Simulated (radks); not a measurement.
Species: Sc I. Configuration: [Ar] 3d1 4s2 (the NIST ground configuration).

All-electron calculation, Dirac Kohn-Sham, PBEsol, spin-unpolarised, spherical densities, finite nucleus; open shells fill j = l - 1/2 first; Fermi nuclear charge, rms radius 3.5459 fm. Program: a radial shooting solver on a logarithmic mesh with Libxc functionals.

Energy parts (eV):
| part | energy |
|---|---|
| total | -20766.396 |
| kinetic | 20945.913 |
| electron-nucleus | -49384.852 |
| Hartree | 8705.362 |
| exchange-correlation | -1032.820 |

Orbitals (lengths in bohr, moments of r in powers of bohr):
| orbital | occ. | eigenvalue (eV) | <r^2> | <1/r> |
|---|---|---|---|---|
| 1s1/2 | 2 | -4390.886 | 0.007187 | 20.75 |
| 2s1/2 | 2 | -473.5541 | 0.1399 | 4.302 |
| 2p1/2 | 2 | -390.9326 | 0.1159 | 4.233 |
| 2p3/2 | 4 | -386.2995 | 0.1178 | 4.184 |
| 3s1/2 | 2 | -54.8579 | 1.336 | 1.306 |
| 3p1/2 | 2 | -33.8748 | 1.599 | 1.180 |
| 3p3/2 | 4 | -33.3638 | 1.621 | 1.170 |
| 3d3/2 | 1 | -3.2592 | 4.789 | 0.7615 |
| 3d5/2 | 0 | -3.2289 | 4.826 | 0.7590 |
| 4s1/2 | 2 | -4.1865 | 15.82 | 0.3491 |

The highest occupied level is 3d3/2 at -3.259 eV. The electron density at the nucleus is 7242 e/bohr^3.
